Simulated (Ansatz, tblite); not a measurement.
Removing an electron: the cluster Zn3⁻. Charge -1, multiplicity 2. Geometry: PBE0/def2-TZVPD. Ansatz, gas phase; energy differences of separate SCF runs; the oxidised species is a singlet (the triplet lies 2.17 eV higher at PBE0/def2-TZVPD).

```xyz
3

Zn   -1.165    0.813   -0.644
Zn    0.241    0.068    1.539
Zn    0.924   -0.881   -0.896
```

The xTB rows come from tblite. The structure comes from a short search, and lower isomers may exist.

Question: Estimate orbital energies and vertical ionisation energies at: GFN1-xTB; GFN2-xTB; PBE/def2-TZVPD; r2SCAN/def2-TZVPD; PBE0/def2-TZVPD.

Answer: 
| level | −HOMO (eV) | vertical IE (eV) | −LUMO (eV) | HOMO–LUMO gap (eV) | remarks |
| --- | --- | --- | --- | --- | --- |
| GFN1-xTB | – | 5.67 | – | – | – |
| GFN2-xTB | – | -1.89 | – | – | – |
| PBE/def2-TZVPD | -1.15 | 0.69 | -1.68 | 0.53 | HOMO above zero (-1 doublet) |
| r2SCAN/def2-TZVPD | -0.90 | 0.82 | -1.78 | 0.89 | HOMO above zero (-1 doublet) |
| PBE0/def2-TZVPD | -0.61 | 0.68 | -2.19 | 1.58 | HOMO above zero (-1 doublet) |

  A HOMO above zero means that the electron is unbound at that level or that self-interaction error raises the level; the energy of removing that electron tells which. HOMO and LUMO are the levels of the spin that leaves or enters (xTB has no such levels and no spin-polarisation term). Other spin states of the ions may lie lower, which would lower the ionisation energy or raise the affinity. Raw xTB energy differences between charge states are shifted by several eV; the methods need an empirical correction for them.
